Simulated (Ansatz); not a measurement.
Coupled-cluster diagnostics for the cluster SiB₃, Ansatz.

Geometry of the doublet (r2SCAN-D4/def2-TZVP):

```xyz
4

B     0.7006    0.0876   -1.2119
B    -0.9052   -0.2039    1.0171
B    -0.6299   -0.3833   -0.5077
Si    0.8345    0.4997    0.7026
```

Correlated methods freeze 8 core orbitals. In CCSD on the charge 0 doublet the largest single amplitude is 0.18, so its Hartree–Fock determinant may place the open shell otherwise than the density functionals do. The geometry of the doublet was relaxed on an unsound state (⟨S²⟩ 1.30, where a pure state has 0.75). Another isomer (doublet) lies 0.59 eV lower at PBE0-D4/def2-TZVP; other spin states weren't run for this one.

(1) Estimate the CCSD(T) correlation energy, the shares of MP2 and (T), T1 and the reference's ⟨S²⟩ for: charge 0, doublet, own geometry in def2-TZVPP; and the rough time on 4 threads of Arm Neoverse V1 on a shared host.

Results:

(1) 
```tsv
state	basis	correlation (eV)	MP2 share (%)	(T) share (%)	T1	⟨S²⟩ (pure)	wall time	remarks
charge 0, doublet, own geometry	def2-TZVPP	-10.625	82.3	8.3	0.075	1.79 (0.75)	16 s	large T1 (0.075), spin-contaminated (⟨S²⟩ 1.79)
```
Customary marks for T1 are 0.02 (closed shells), 0.045 (open shells) and about 0.05 (3d metals). T1 exceeds 0.02 in 1 of 1 rows and 0.045 in 1; the higher it lies, the less the single-reference result can be trusted.
